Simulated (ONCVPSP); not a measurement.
**What one change does to a pseudopotential (tungsten (W), ONCV)**

```json
{
  "Element": "tungsten",
  "Generator": "ONCVPSP 4.0.1",
  "Type": "optimised norm-conserving Vanderbilt (ONCV)",
  "Functional": "Wu-Cohen",
  "Relativity": "scalar-relativistic",
  "Frozen core": "[Kr] 4d10 4f14",
  "Valence charge": "14",
  "Reference configuration": "5s2 5p6 5d4 6s2",
  "Partial waves": "5s+6s: rc 1.45 bohr, ncon 5, nbas 10, qcut 7.3 1/bohr, 2 projectors; 5p: rc 1.30 bohr, ncon 4, nbas 8, qcut 5.4 1/bohr, 2 projectors, debl 1.7 Ha; 5d: rc 2.40 bohr, ncon 4, nbas 9, qcut 6.5 1/bohr, 2 projectors, debl 2.7 Ha; f scattering state at 0.15 Ha: rc 1.90 bohr, ncon 4, nbas 7, qcut 5.2 1/bohr, 2 projectors, debl 0.7 Ha",
  "Local potential": "polynomial inside 1.15 bohr (lpopt 2, dvloc0 0 Ha)",
  "Core correction": "polynomial model core, fcfact 0.2"
}
```

Change: functional PBE.

Cutoffs: the cutoffs (Ha) at which the residual kinetic energy of the hardest occupied pseudo-wave falls to 1 and 0.1 mHa per electron; they do not see the model core or the augmentation charge, which bear on the density cutoff. Errors are all-electron minus pseudo energies relative to the spin-unpolarised reference configuration.

**Question.** How do hardness, ghosts and transferability respond?

**Answer.** The potential gets neither clearly harder nor softer (106 Ha and 126 Ha → 106 Ha and 126 Ha); both files keep a bound ghost (f); the errors of the 4 common tests hardly move.

| quantity | base | changed |
| --- | --- | --- |
| cutoff, loose | 106 Ha | 106 Ha |
| cutoff, tight | 126 Ha | 126 Ha |
| loose cutoff by channel | s 24 Ha, p 106 Ha, d 13 Ha | s 24 Ha, p 106 Ha, d 13 Ha |
| bound ghosts | f | f |
| GHOST(+) flags under 300 eV | none | none |
| error for 5s2 5p6 5d4 6s1, meV [ΔE 8.94 → 8.88 eV] | -3.4 | -3.6 |
| error for 5s2 5p6 5d4 6s0, meV [ΔE 24.64 → 24.56 eV] | -10 | -11 |
| error for 5s2 5p6 5d3 6s0, meV [ΔE 50.05 → 49.95 eV] | -26 | -28 |
| error for 5s1 5p6 5d4 6s2, meV [ΔE 85.47 → 85.42 eV] | -262 | -267 |
| s: phases at 1.47 bohr within 0.05 rad from the reference energy up to (Ha; the scan ends near 5) | to the end of the scan | to the end of the scan |
| p: phases at 1.32 bohr within 0.05 rad from the reference energy up to (Ha; the scan ends near 5) | to the end of the scan | to the end of the scan |
| d: phases at 2.44 bohr within 0.05 rad from the reference energy up to (Ha; the scan ends near 5) | to the end of the scan | to the end of the scan |
| f: phases at 1.93 bohr within 0.05 rad from the reference energy up to (Ha; the scan ends near 5) | n/a | n/a |
| rms error of d²Exc/dni dnj with the model core, mHa | 0.89 | 0.37 |

 A true bound ghost makes a file unfit for plane-wave use even where its test errors are small: the radial tests pick states by their node count and pass the ghost by.
